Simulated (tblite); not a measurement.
A geometry optimisation, step by step.

C5H5Cl3Ge.
SMILES with atom numbers: `[CH2:1]=[C:2]1[GeH2:3][CH:4]=[C:5]1[C:6]([Cl:7])([Cl:8])[Cl:9]` (hydrogens: H10, H11 on C1; H12, H13 on Ge3; H14 on C4)

Computed with GFN2-xTB (tblite), gas phase: L-BFGS steps from a force-field or distance-geometry start until the largest atomic force falls under 0.01 eV/Å. 11 of its 72 geometries are shown.

Step 0: E = -780.9227 eV, largest atomic force 4.948 eV/Å
```
atom  x, y, z in Å  |  force x, y, z in eV/Å
C1     -0.816   -1.272    1.393    0.149   0.295  -0.354
C2     -0.680   -0.354    0.432    2.562  -3.114   1.614
Ge3    -1.826    0.641   -0.543   -4.456   1.733  -1.274
C4     -0.133    1.334   -0.848    2.413  -0.470  -0.435
C5      0.509    0.228   -0.297   -1.386   1.609   0.226
C6      1.960   -0.127   -0.245   -0.624   0.098  -0.071
Cl7     2.643    0.425    1.305    0.032  -0.022   0.077
Cl8     2.872    0.650   -1.570   -0.129  -0.053   0.111
Cl9     2.171   -1.893   -0.375   -0.025   0.100   0.019
H10    -1.818   -1.532    1.749    0.615   0.130  -0.120
H11     0.038   -1.753    1.826    0.072  -0.202   0.314
H12    -2.408   -0.118   -1.770    0.037   0.559   0.626
H13    -2.732    1.583    0.317   -0.004  -0.506  -0.657
H14     0.218    2.188   -1.395    0.742  -0.156  -0.076
```

Step 7: E = -781.6804 eV, largest atomic force 0.510 eV/Å
```
atom  x, y, z in Å  |  force x, y, z in eV/Å
C1     -0.723   -1.314    1.392   -0.002   0.121  -0.199
C2     -0.639   -0.460    0.377    0.209   0.158   0.437
Ge3    -1.912    0.706   -0.549   -0.186   0.047   0.018
C4     -0.098    1.321   -0.926    0.052  -0.160   0.277
C5      0.458    0.283   -0.264    0.314  -0.287  -0.171
C6      1.899   -0.092   -0.216    0.009  -0.021  -0.024
Cl7     2.643    0.420    1.321   -0.063   0.058   0.111
Cl8     2.823    0.647   -1.544   -0.014   0.143  -0.030
Cl9     2.127   -1.853   -0.369   -0.155  -0.061   0.047
H10    -1.715   -1.542    1.735   -0.098  -0.255   0.105
H11     0.078   -1.806    1.922    0.160   0.181  -0.183
H12    -2.493   -0.011   -1.723   -0.275   0.153  -0.098
H13    -2.860    1.574    0.240   -0.085  -0.051  -0.160
H14     0.413    2.126   -1.416    0.135  -0.025  -0.130
```

Step 14: E = -781.7685 eV, largest atomic force 0.228 eV/Å
```
atom  x, y, z in Å  |  force x, y, z in eV/Å
C1     -0.702   -1.320    1.400    0.028  -0.002  -0.041
C2     -0.637   -0.433    0.420    0.010   0.017   0.028
Ge3    -1.918    0.718   -0.548   -0.018   0.049  -0.027
C4     -0.073    1.304   -0.919   -0.040  -0.001   0.014
C5      0.471    0.272   -0.246   -0.085  -0.075  -0.133
C6      1.909   -0.104   -0.213   -0.135   0.077   0.167
Cl7     2.614    0.427    1.344    0.042  -0.055   0.016
Cl8     2.820    0.678   -1.530    0.007  -0.115   0.092
Cl9     2.089   -1.868   -0.355    0.065   0.052  -0.027
H10    -1.675   -1.625    1.754    0.106  -0.077   0.053
H11     0.156   -1.767    1.880    0.016   0.042  -0.055
H12    -2.602    0.087   -1.729    0.023   0.024  -0.027
H13    -2.933    1.572    0.171    0.054   0.067   0.017
H14     0.481    2.058   -1.450   -0.071  -0.003  -0.078
```

Step 21: E = -781.7980 eV, largest atomic force 0.133 eV/Å
```
atom  x, y, z in Å  |  force x, y, z in eV/Å
C1     -0.677   -1.327    1.389    0.019  -0.057   0.071
C2     -0.670   -0.418    0.428    0.093  -0.041  -0.047
Ge3    -1.943    0.739   -0.557    0.105  -0.034  -0.006
C4     -0.091    1.295   -0.940    0.021  -0.048  -0.042
C5      0.446    0.270   -0.247   -0.063   0.057   0.024
C6      1.885   -0.109   -0.175   -0.050   0.055   0.051
Cl7     2.603    0.405    1.389   -0.122  -0.045  -0.029
Cl8     2.827    0.650   -1.474    0.035   0.105  -0.035
Cl9     2.099   -1.865   -0.346   -0.064  -0.085   0.058
H10    -1.605   -1.702    1.795    0.069   0.059  -0.046
H11     0.226   -1.732    1.822   -0.012   0.013  -0.057
H12    -2.633    0.141   -1.752   -0.004  -0.022   0.002
H13    -2.925    1.626    0.157    0.011   0.086   0.046
H14     0.457    2.026   -1.511   -0.039  -0.041   0.011
```

Step 28: E = -781.8122 eV, largest atomic force 0.126 eV/Å
```
atom  x, y, z in Å  |  force x, y, z in eV/Å
C1     -0.643   -1.333    1.382   -0.017  -0.039   0.031
C2     -0.668   -0.422    0.424   -0.010   0.024  -0.023
Ge3    -1.949    0.740   -0.554    0.042  -0.029  -0.003
C4     -0.106    1.276   -0.969    0.011   0.023  -0.040
C5      0.435    0.269   -0.260   -0.052   0.053   0.008
C6      1.867   -0.104   -0.157   -0.003  -0.057  -0.073
Cl7     2.536    0.378    1.421   -0.010   0.060   0.110
Cl8     2.833    0.672   -1.433    0.044  -0.002   0.024
Cl9     2.066   -1.870   -0.319    0.031  -0.017  -0.075
H10    -1.556   -1.722    1.803    0.028   0.019   0.002
H11     0.280   -1.724    1.782   -0.043  -0.013   0.003
H12    -2.648    0.156   -1.752   -0.050  -0.022   0.048
H13    -2.882    1.683    0.162    0.011   0.005   0.009
H14     0.435    2.000   -1.553    0.018  -0.005  -0.019
```

Step 36: E = -781.8242 eV, largest atomic force 0.110 eV/Å
```
atom  x, y, z in Å  |  force x, y, z in eV/Å
C1     -0.624   -1.334    1.370   -0.007   0.000   0.026
C2     -0.660   -0.413    0.421   -0.054   0.004  -0.021
Ge3    -1.947    0.741   -0.554    0.001   0.021  -0.002
C4     -0.108    1.261   -1.017   -0.007  -0.032  -0.025
C5      0.434    0.271   -0.283   -0.037  -0.027  -0.011
C6      1.860   -0.102   -0.146    0.015  -0.016  -0.077
Cl7     2.428    0.372    1.476    0.074  -0.069   0.044
Cl8     2.884    0.694   -1.359    0.032   0.064   0.017
Cl9     2.064   -1.866   -0.363    0.042   0.057   0.055
H10    -1.524   -1.724    1.816   -0.025   0.043  -0.042
H11     0.301   -1.738    1.753    0.009   0.003  -0.010
H12    -2.721    0.134   -1.695   -0.012   0.007   0.043
H13    -2.821    1.730    0.175   -0.018  -0.003   0.010
H14     0.433    1.974   -1.616   -0.012  -0.051  -0.005
```

Step 43: E = -781.8357 eV, largest atomic force 0.129 eV/Å
```
atom  x, y, z in Å  |  force x, y, z in eV/Å
C1     -0.624   -1.327    1.362    0.003   0.005  -0.027
C2     -0.661   -0.405    0.413   -0.042   0.033  -0.018
Ge3    -1.951    0.752   -0.551   -0.039  -0.011   0.035
C4     -0.112    1.227   -1.069    0.032  -0.011  -0.005
C5      0.433    0.260   -0.309    0.054   0.003   0.034
C6      1.864   -0.095   -0.144    0.096  -0.007   0.034
Cl7     2.387    0.320    1.520   -0.010  -0.010  -0.048
Cl8     2.938    0.756   -1.282   -0.118   0.008   0.052
Cl9     2.110   -1.847   -0.386   -0.008   0.030  -0.022
H10    -1.527   -1.702    1.812   -0.027   0.009   0.009
H11     0.303   -1.741    1.722    0.020  -0.047   0.042
H12    -2.800    0.118   -1.620    0.007   0.015  -0.018
H13    -2.792    1.762    0.194    0.047  -0.013  -0.013
H14     0.432    1.921   -1.684   -0.016  -0.003  -0.055
```

Step 50: E = -781.8426 eV, largest atomic force 0.066 eV/Å
```
atom  x, y, z in Å  |  force x, y, z in eV/Å
C1     -0.622   -1.328    1.355   -0.022   0.016   0.016
C2     -0.657   -0.395    0.418    0.014   0.003   0.017
Ge3    -1.946    0.755   -0.552   -0.027  -0.029   0.029
C4     -0.107    1.190   -1.113   -0.058   0.003  -0.015
C5      0.440    0.256   -0.312   -0.002   0.014  -0.015
C6      1.871   -0.088   -0.125   -0.009   0.042   0.018
Cl7     2.355    0.277    1.559    0.006   0.000   0.004
Cl8     2.930    0.829   -1.210    0.042   0.030  -0.041
Cl9     2.143   -1.826   -0.423   -0.002  -0.007  -0.027
H10    -1.531   -1.681    1.809   -0.020  -0.049   0.022
H11     0.299   -1.765    1.709   -0.022  -0.007   0.004
H12    -2.856    0.121   -1.572    0.028   0.012  -0.019
H13    -2.734    1.792    0.207    0.033   0.015  -0.010
H14     0.414    1.863   -1.771    0.040  -0.043   0.016
```

Step 57: E = -781.8466 eV, largest atomic force 0.031 eV/Å
```
atom  x, y, z in Å  |  force x, y, z in eV/Å
C1     -0.631   -1.330    1.365   -0.001  -0.012  -0.016
C2     -0.656   -0.389    0.434    0.021  -0.011   0.011
Ge3    -1.948    0.747   -0.546    0.011   0.010  -0.014
C4     -0.114    1.164   -1.132   -0.010   0.001   0.009
C5      0.439    0.258   -0.305    0.001  -0.011   0.000
C6      1.874   -0.069   -0.119   -0.028  -0.012   0.002
Cl7     2.355    0.257    1.571    0.012   0.018  -0.006
Cl8     2.928    0.876   -1.189    0.009   0.016   0.011
Cl9     2.159   -1.799   -0.458    0.000  -0.017  -0.014
H10    -1.543   -1.689    1.812   -0.002  -0.004  -0.003
H11     0.283   -1.784    1.714    0.000   0.018   0.006
H12    -2.869    0.132   -1.567    0.001  -0.007   0.006
H13    -2.694    1.814    0.208   -0.008   0.024  -0.005
H14     0.417    1.810   -1.810   -0.006  -0.014   0.013
```

Step 64: E = -781.8470 eV, largest atomic force 0.012 eV/Å
```
atom  x, y, z in Å  |  force x, y, z in eV/Å
C1     -0.632   -1.333    1.364   -0.003   0.004   0.006
C2     -0.657   -0.390    0.437    0.011  -0.003   0.004
Ge3    -1.948    0.749   -0.545    0.007  -0.004  -0.002
C4     -0.116    1.159   -1.134    0.004   0.001  -0.001
C5      0.438    0.255   -0.304    0.002   0.001   0.000
C6      1.873   -0.069   -0.118   -0.009   0.000  -0.001
Cl7     2.355    0.256    1.572    0.000  -0.009   0.004
Cl8     2.929    0.887   -1.178   -0.006  -0.002  -0.005
Cl9     2.162   -1.797   -0.467    0.004   0.005   0.000
H10    -1.544   -1.693    1.811    0.000  -0.008   0.000
H11     0.284   -1.782    1.715   -0.004   0.004  -0.004
H12    -2.873    0.132   -1.562   -0.002  -0.005   0.005
H13    -2.688    1.826    0.203   -0.003   0.009  -0.007
H14     0.417    1.798   -1.816    0.000   0.007   0.001
```

Step 71: E = -781.8472 eV, largest atomic force 0.009 eV/Å
```
atom  x, y, z in Å  |  force x, y, z in eV/Å
C1     -0.633   -1.334    1.365    0.002   0.000  -0.001
C2     -0.657   -0.389    0.438   -0.007   0.002   0.002
Ge3    -1.948    0.750   -0.545   -0.002  -0.003   0.003
C4     -0.116    1.157   -1.135    0.005  -0.001   0.004
C5      0.438    0.255   -0.303   -0.003  -0.001   0.005
C6      1.873   -0.069   -0.118    0.001   0.004  -0.002
Cl7     2.354    0.251    1.574    0.002  -0.002   0.000
Cl8     2.926    0.891   -1.177    0.001   0.000   0.002
Cl9     2.165   -1.795   -0.471   -0.002  -0.002  -0.001
H10    -1.544   -1.696    1.810    0.006   0.006  -0.002
H11     0.284   -1.782    1.716   -0.002  -0.002  -0.003
H12    -2.875    0.128   -1.555   -0.001  -0.003  -0.002
H13    -2.685    1.834    0.195    0.000   0.000  -0.003
H14     0.417    1.798   -1.816    0.000   0.001  -0.002
```

Question: Summarise the path.

Answer: The energy falls by 21.32 kcal/mol from step 0 to step 71; nine tenths of that is first reached at step 12. It falls at every step. The largest force goes from 4.948 to 0.009 eV/Å. Among the bonds C2–Ge3 changes most, from 1.804 to 1.983 Å; the atoms move by 0.337 Å rms after alignment.

Question: Follow the three bonds and two angles with the largest change from start to end.

Answer: 
```json
{"step": "0", "E above end (kcal/mol)": "21.32", "largest force (eV/Å)": "4.948", "C2–Ge3 (Å)": "1.804", "Ge3–C4 (Å)": "1.854", "Ge3–H13 (Å)": "1.565", "H12–Ge3–H13 (°)": "120.7", "C2–C5–C4 (°)": "97.7"}
{"step": "3", "E above end (kcal/mol)": "8.99", "largest force (eV/Å)": "0.749", "C2–Ge3 (Å)": "1.954", "Ge3–C4 (Å)": "1.956", "Ge3–H13 (Å)": "1.486", "H12–Ge3–H13 (°)": "125.6", "C2–C5–C4 (°)": "103.4"}
{"step": "6", "E above end (kcal/mol)": "4.48", "largest force (eV/Å)": "0.550", "C2–Ge3 (Å)": "1.958", "Ge3–C4 (Å)": "1.949", "Ge3–H13 (Å)": "1.499", "H12–Ge3–H13 (°)": "118.5", "C2–C5–C4 (°)": "106.3"}
{"step": "9", "E above end (kcal/mol)": "2.83", "largest force (eV/Å)": "0.401", "C2–Ge3 (Å)": "1.970", "Ge3–C4 (Å)": "1.964", "Ge3–H13 (Å)": "1.516", "H12–Ge3–H13 (°)": "112.4", "C2–C5–C4 (°)": "107.4"}
{"step": "12", "E above end (kcal/mol)": "2.08", "largest force (eV/Å)": "0.297", "C2–Ge3 (Å)": "1.978", "Ge3–C4 (Å)": "1.976", "Ge3–H13 (Å)": "1.506", "H12–Ge3–H13 (°)": "109.6", "C2–C5–C4 (°)": "106.4"}
{"step": "15", "E above end (kcal/mol)": "1.71", "largest force (eV/Å)": "0.195", "C2–Ge3 (Å)": "1.975", "Ge3–C4 (Å)": "1.967", "Ge3–H13 (Å)": "1.511", "H12–Ge3–H13 (°)": "107.2", "C2–C5–C4 (°)": "107.0"}
{"step": "19", "E above end (kcal/mol)": "1.28", "largest force (eV/Å)": "0.155", "C2–Ge3 (Å)": "1.981", "Ge3–C4 (Å)": "1.966", "Ge3–H13 (Å)": "1.502", "H12–Ge3–H13 (°)": "107.2", "C2–C5–C4 (°)": "106.9"}
{"step": "22", "E above end (kcal/mol)": "1.07", "largest force (eV/Å)": "0.164", "C2–Ge3 (Å)": "1.984", "Ge3–C4 (Å)": "1.972", "Ge3–H13 (Å)": "1.509", "H12–Ge3–H13 (°)": "108.5", "C2–C5–C4 (°)": "106.8"}
{"step": "25", "E above end (kcal/mol)": "0.92", "largest force (eV/Å)": "0.141", "C2–Ge3 (Å)": "1.988", "Ge3–C4 (Å)": "1.968", "Ge3–H13 (Å)": "1.519", "H12–Ge3–H13 (°)": "108.8", "C2–C5–C4 (°)": "107.2"}
{"step": "28", "E above end (kcal/mol)": "0.81", "largest force (eV/Å)": "0.126", "C2–Ge3 (Å)": "1.987", "Ge3–C4 (Å)": "1.964", "Ge3–H13 (Å)": "1.508", "H12–Ge3–H13 (°)": "109.5", "C2–C5–C4 (°)": "107.2"}
{"step": "31", "E above end (kcal/mol)": "0.72", "largest force (eV/Å)": "0.105", "C2–Ge3 (Å)": "1.982", "Ge3–C4 (Å)": "1.962", "Ge3–H13 (Å)": "1.503", "H12–Ge3–H13 (°)": "109.4", "C2–C5–C4 (°)": "107.5"}
{"step": "34", "E above end (kcal/mol)": "0.60", "largest force (eV/Å)": "0.121", "C2–Ge3 (Å)": "1.983", "Ge3–C4 (Å)": "1.963", "Ge3–H13 (Å)": "1.507", "H12–Ge3–H13 (°)": "109.1", "C2–C5–C4 (°)": "107.9"}
{"step": "37", "E above end (kcal/mol)": "0.50", "largest force (eV/Å)": "0.131", "C2–Ge3 (Å)": "1.985", "Ge3–C4 (Å)": "1.969", "Ge3–H13 (Å)": "1.507", "H12–Ge3–H13 (°)": "109.7", "C2–C5–C4 (°)": "107.6"}
{"step": "40", "E above end (kcal/mol)": "0.36", "largest force (eV/Å)": "0.113", "C2–Ge3 (Å)": "1.986", "Ge3–C4 (Å)": "1.969", "Ge3–H13 (Å)": "1.509", "H12–Ge3–H13 (°)": "109.5", "C2–C5–C4 (°)": "107.5"}
{"step": "43", "E above end (kcal/mol)": "0.26", "largest force (eV/Å)": "0.129", "C2–Ge3 (Å)": "1.983", "Ge3–C4 (Å)": "1.969", "Ge3–H13 (Å)": "1.510", "H12–Ge3–H13 (°)": "108.5", "C2–C5–C4 (°)": "107.5"}
{"step": "46", "E above end (kcal/mol)": "0.19", "largest force (eV/Å)": "0.081", "C2–Ge3 (Å)": "1.977", "Ge3–C4 (Å)": "1.975", "Ge3–H13 (Å)": "1.506", "H12–Ge3–H13 (°)": "108.7", "C2–C5–C4 (°)": "107.3"}
{"step": "49", "E above end (kcal/mol)": "0.12", "largest force (eV/Å)": "0.090", "C2–Ge3 (Å)": "1.979", "Ge3–C4 (Å)": "1.973", "Ge3–H13 (Å)": "1.506", "H12–Ge3–H13 (°)": "108.5", "C2–C5–C4 (°)": "107.4"}
{"step": "52", "E above end (kcal/mol)": "0.08", "largest force (eV/Å)": "0.093", "C2–Ge3 (Å)": "1.983", "Ge3–C4 (Å)": "1.968", "Ge3–H13 (Å)": "1.508", "H12–Ge3–H13 (°)": "108.2", "C2–C5–C4 (°)": "107.4"}
{"step": "56", "E above end (kcal/mol)": "0.02", "largest force (eV/Å)": "0.039", "C2–Ge3 (Å)": "1.981", "Ge3–C4 (Å)": "1.969", "Ge3–H13 (Å)": "1.504", "H12–Ge3–H13 (°)": "109.0", "C2–C5–C4 (°)": "107.4"}
{"step": "59", "E above end (kcal/mol)": "0.01", "largest force (eV/Å)": "0.028", "C2–Ge3 (Å)": "1.982", "Ge3–C4 (Å)": "1.969", "Ge3–H13 (Å)": "1.506", "H12–Ge3–H13 (°)": "108.9", "C2–C5–C4 (°)": "107.5"}
{"step": "62", "E above end (kcal/mol)": "0.00", "largest force (eV/Å)": "0.014", "C2–Ge3 (Å)": "1.983", "Ge3–C4 (Å)": "1.968", "Ge3–H13 (Å)": "1.506", "H12–Ge3–H13 (°)": "109.0", "C2–C5–C4 (°)": "107.4"}
{"step": "65", "E above end (kcal/mol)": "0.00", "largest force (eV/Å)": "0.018", "C2–Ge3 (Å)": "1.982", "Ge3–C4 (Å)": "1.968", "Ge3–H13 (Å)": "1.505", "H12–Ge3–H13 (°)": "109.1", "C2–C5–C4 (°)": "107.4"}
{"step": "68", "E above end (kcal/mol)": "0.00", "largest force (eV/Å)": "0.011", "C2–Ge3 (Å)": "1.982", "Ge3–C4 (Å)": "1.968", "Ge3–H13 (Å)": "1.506", "H12–Ge3–H13 (°)": "109.0", "C2–C5–C4 (°)": "107.4"}
{"step": "71", "E above end (kcal/mol)": "0.00", "largest force (eV/Å)": "0.009", "C2–Ge3 (Å)": "1.983", "Ge3–C4 (Å)": "1.968", "Ge3–H13 (Å)": "1.506", "H12–Ge3–H13 (°)": "109.0", "C2–C5–C4 (°)": "107.4"}
```

The cost below is that of the whole relaxation. On Intel Xeon at 2.50 GHz, one thread, no GPU, shared host, this took 2.9 s wall.
